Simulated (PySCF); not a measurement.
**Question.** What does the PBE0-D3(BJ)/def2-SVP structure of `N#C[SiH2][SeH]` look like in three dimensions?

**Answer.** 
```xyz
7
CH3NSeSi angstrom
N      2.217   -1.437    0.145
C      1.391   -0.625    0.079
Si     0.028    0.634   -0.020
Se    -1.845   -0.284   -0.906
H      0.463    1.698   -0.962
H     -0.171    1.151    1.359
H     -2.048   -1.165    0.256
```

Orientation and origin are arbitrary. Atoms count from 1 in this order. Si3 (SiH2 silicon) is distorted tetrahedral (angles from 106.5° to 113.2°). The 4 heavy atoms lie in one plane (0.004 Å rms).

Bonds between heavy atoms (Å): N1≡C2 1.160, C2–Si3 1.859, Si3–Se4 2.267.

Computed, not measured: PBE0-D3(BJ)/def2-SVP geometry optimisation, gas phase in PySCF 2.14.0.

Not checked by PBE0-D3(BJ)/def2-SVP frequencies. One conformer, not necessarily the lowest (C2–Si3–Se4–H 67°).

Hardware: an Arm Neoverse V1 with one thread, shared host with 32 logical CPUs at a one-minute load of 22. Cost: 30 s, 0.38 GiB resident at most. This is the geometry optimisation.
